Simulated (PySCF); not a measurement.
Vertical excitations of a molecule CH6OSeSi from TDDFT-PBE0/def2-SVPD (PySCF), as energy in eV (oscillator strength): 3.46 (0.000), 5.42 (0.000), 5.49 (0.008), 5.62 (0.032), 6.39 (0.005), 6.57 (0.028), 6.69 (0.038), 6.81 (0.018), 6.94 (0.071), 7.01 (0.002). Lowest triplet (TDA): 2.67 eV. The structure is a stationary point at TPSSh-D3(BJ)/def2-SVP. Other conformers were not sampled.

Problem. Pick the molecule that these values belong to.
A) CO[Se][SiH3]
B) C[Se]O[SiH3]
C) CO[SiH2][SeH]

Solution. B, C[Se]O[SiH3]
